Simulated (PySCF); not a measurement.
A calculated (UHF, PySCF 2.14, def2-SVP, the non-relativistic Hamiltonian (point nucleus)) atom or ion has these occupied shells.

| shell | electrons | orbital energy (eV) | rms radius, mean of both spins (bohr) |
| --- | --- | --- | --- |
| 1s | 2 | -259.73 | 0.377 |

(1) Name the element and its charge.

Answers

(1) B³⁺ (boron, charge +3), in 1s2, closed-shell 1S.
